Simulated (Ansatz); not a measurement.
**Question.** Name a neutral molecule of Al, N, O, Si and H with HOMO energy (B3LYP/def2-TZVPP) between -8.00 and -7.70 eV and size of the dipole moment (PBE/def2-TZVPP) between 1.00 and 1.30 D (Ansatz, PBE0-D4/def2-TZVP geometry).

**Answer.** `[AlH2][NH][SiH2]O[SiH3]` (-7.91 eV, 1.14 D). Other molecules can fit too; these were computed, each in one conformer that needn't be the lowest.

B3LYP here is the variant with VWN-RPA as its local correlation; programs differ in this.
